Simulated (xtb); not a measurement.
C3H6FNSi, SMILES C#C[C@H](N)[SiH2]F. All values are semi-empirical tight-binding results from xtb (GFN2-xTB unless named), good for trends rather than for accurate numbers. The structure is a stationary point at GFN2-xTB. The structure was generated by enumeration; whether it is a known compound was not checked. One conformer was computed; it need not be the lowest.

Optimised geometry:

Bond lengths (Å): C1–C2 1.197, C1–H7 1.049, C2–C3 1.447, C3–N4 1.469, C3–Si5 1.927, C3–H8 1.099, N4–H9 1.014, N4–H10 1.014, Si5–F6 1.617, Si5–H11 1.455, Si5–H12 1.451. Angles (°): C2–C1–H7 178.2, C1–C2–C3 177.2, C2–C3–N4 109.7, C2–C3–Si5 110.7, C2–C3–H8 107.6, N4–C3–Si5 113.1, N4–C3–H8 106.2, Si5–C3–H8 109.3, C3–N4–H9 110.6, C3–N4–H10 110.2, H9–N4–H10 108.4, C3–Si5–F6 104.2, C3–Si5–H11 111.1, C3–Si5–H12 113.5, F6–Si5–H11 104.3, F6–Si5–H12 106.1, H11–Si5–H12 116.3.
Charge 0, spin multiplicity 1.

Computed properties:
```json
{
  "orbital_gap": "4.25 eV",
  "dipole_moment": "1.69 D",
  "zero_point_energy": "50.6 kcal/mol",
  "G − E(el) at 298.15 K (modified RRHO)": "30.2 kcal/mol",
  "static polarisability (D4 model)": "72.1 bohr³",
  "solvation energy, GFN2-xTB/ALPB(water)": "-2.9 kcal/mol",
  "solvation energy, GFN2-xTB/ALPB(thf)": "-5.7 kcal/mol"
}
```

**Question.** Give the atomic charges and the Wiberg bond orders between heavy atoms. (An estimate is asked for; the answer gives what the named calculation found.)

**Answer.** charges (e) C1 -0.12, C2 -0.04, C3 -0.02, N4 -0.34, Si5 0.54, F6 -0.28, H7 0.07, H8 0.05, H9 0.13, H10 0.14, H11 -0.07, H12 -0.07. Bond orders C1–C2 2.88, C2–C3 1.06, C3–N4 1.01, C3–Si5 0.83, Si5–F6 1.08.
